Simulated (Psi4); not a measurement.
Relaxed torsion scan: C₆H₆OS, SMILES c1(sc(cc1)O)C=C. Scanned: dihedral S8–C6–O7–H14; all other coordinates were relaxed at GFN2-xTB. Points at φ and −φ are mirror images.

Geometry of the scan point at -90° (Å):
```
14

C     -2.6188     0.9595     0.0005
C     -1.8732    -0.1047     0.2814
C     -0.4500    -0.1910     0.0958
C      0.3552    -1.2606     0.3777
C      1.7152    -1.0425     0.0861
C      1.9504     0.1978    -0.4212
O      3.1414     0.7566    -0.7444
S      0.4823     1.1344    -0.5454
H     -2.1822     1.8597    -0.3996
H     -3.6820     0.9645     0.1620
H     -2.3265    -1.0018     0.6843
H     -0.0200    -2.1825     0.7852
H      2.4942    -1.7655     0.2476
H      3.3551     0.6324    -1.6771
```

Level of theory: PBE-D3(BJ)/def2-SVP // GFN2-xTB (Psi4).

Scanned values (°): -150, -120, -90, -60, -30, 0, 30, 60, 90, 120, 150, 180.

### Question
Describe the profile: where are the wells and the tops?

### Answer
Lower than their neighbours: 0° (0.3 mEh), 180° (0.0 mEh). Higher than their neighbours: -90° (3.8 mEh), 90° (3.8 mEh). The whole profile spans 3.8 mEh.
